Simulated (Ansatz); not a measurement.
The cluster LaCu₄. Total charge 0; doublet. Geometry r2SCAN-D4/def2-SVP.

```xyz
5

La    0.768    0.372   -0.844
Cu   -1.939    1.036   -0.625
Cu    0.822   -2.161   -1.829
Cu   -0.923    0.630    1.403
Cu    1.270    0.123    1.896
```

In the def2 sets La takes a core potential; there is no spin–orbit coupling. Another isomer (doublet) lies 0.60 eV lower at PBE0-D4/def2-TZVP; other spin states weren't run for this one.

Problem. Estimate the α-spin orbital energies around the gap (eV) in Ansatz with PBE-D4/def2-TZVP, r2SCAN-D4/def2-TZVP, PBE0-D4/def2-TZVP.

Solution. 
```
orbital  PBE-D4/def2-TZVP  r2SCAN-D4/def2-TZVP  PBE0-D4/def2-TZVP
 HOMO−5             -5.39                -5.45              -6.92
 HOMO−4             -5.27                -5.30              -6.91
 HOMO−3             -5.22                -5.27              -6.84
 HOMO−2             -4.76                -4.81              -5.32
 HOMO−1             -4.72                -4.77              -5.18
   HOMO             -3.67                -3.82              -4.22
   LUMO             -2.83                -2.64              -2.03
 LUMO+1             -2.68                -2.44              -1.85
 LUMO+2             -2.44                -2.24              -1.70
 LUMO+3             -2.29                -2.04              -1.63
 LUMO+4             -2.24                -1.95              -1.54
 LUMO+5             -1.26                -1.02              -0.47
 β HOMO             -4.62                -4.61              -5.10
 β LUMO             -3.13                -2.82              -2.23
```
